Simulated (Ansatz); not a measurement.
Molecule: AuCl, charge 0, multiplicity 1. 
Structure (B3LYP-D3(BJ)/def2-TZVP (Ansatz, a first-principles code) minimum search):
```xyz
2

Au     0.0000     0.0000    -0.3991
Cl     0.0000     0.0000     1.8548
```

Total electronic energies in hartree. Cores are frozen in the correlated levels unless marked. No spin-orbit coupling. Frozen are the shells of the preceding noble gas and the d and f shells that filled before the atom's block. In def2 rows, elements after Kr have scalar-relativistic effective core potentials. Basis-set limits of correlation are two-point, X^-3; Hartree-Fock from the larger set.

| level | program | energy (Eh) |
|---|---|---|
| HF/def2-QZVPPD | Ansatz | -594.34163 |
| RI-HF/def2-TZVPPD | Ansatz | -594.32861 |
| BLYP/def2-TZVPD | Ansatz | -595.94737 |
| r2SCAN/def2-TZVPD | Ansatz | -595.98611 |
| B3LYP/def2-TZVPD | Ansatz | -596.02650 |
| PBE0/def2-SVP | Ansatz | -595.63638 |
| PBE0-D3(BJ)/def2-TZVPD | Ansatz + dftd3 | -595.80560 |
| r2SCANh-D4/def2-TZVPD | Ansatz + dftd4 | -595.96029 |
| CAM-B3LYP-D3(BJ)/def2-TZVPD | Ansatz + dftd3 | -595.92868 |
| LC-wPBE/def2-TZVPD | Ansatz | -595.84985 |
| wB97X/def2-TZVPD | Ansatz | -595.98402 |
| MP2/def2-SVP | Ansatz | -594.55240 |
| MP2/def2-TZVPPD | Ansatz | -594.90286 |
| SCS-MP2/def2-SVPD | Ansatz | -594.54492 |
| SCS-MP2/def2-TZVPP | Ansatz | -594.85288 |
| SCS-MP2/def2-TZVPPD | Ansatz | -594.85835 |
| SCS-MP2/def2-QZVPPD | Ansatz | -594.91526 |
| CCSD/def2-SVP | Ansatz | -594.55339 |
| CCSD/def2-SVPD | Ansatz | -594.57864 |
| CCSD/def2-TZVPP | Ansatz | -594.88241 |
| CCSD/def2-QZVPP | Ansatz | -594.93722 |
| CCSD/CBS(def2-TZVPP,def2-QZVPP) | Ansatz | -594.9668 |
| CCSD(T)/CBS(def2-TZVPPD,def2-QZVPPD) | Ansatz | -594.9980 |

Totals of different functionals don't rank their quality; only differences between species are comparable.
